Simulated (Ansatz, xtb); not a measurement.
Energy difference R1 → 2 P1, each structure at its B3LYP-D3(BJ)/def2-TZVP stationary point, reached from a drawn start (curvature not checked).
R1: As4 (SMILES [As]12[As]3[As]1[As]23), charge 0, multiplicity 1.
P1, As2 (SMILES [As]#[As]) (charge 0, multiplicity 1):
```xyz
2

As     0.0000     0.0000    -1.0521
As     0.0000     0.0000     1.0521
```

P less R. No zero-point or thermal terms; no spin–orbit coupling.

Frozen-core correlation throughout. In cc and def2 sets filled d and f shells under p-block atoms count as core. CBS: X⁻³ extrapolation of the correlation energy, Hartree–Fock from the larger set.

The values were computed with Ansatz (Gaussian orbitals); xtb for the GFN methods. No computed number here is a measurement.

### Question
What is the computed reaction energy (CCSD(T)/CBS(cc-pVTZ, cc-pVQZ))?

### Answer
245 kJ/mol

### Question
What is the computed reaction energy (GFN1-xTB)?

### Answer
296 kJ/mol

### Question
What is the computed reaction energy (revPBE/def2-TZVPP)?

### Answer
250 kJ/mol

Ansatz is a first-principles code.
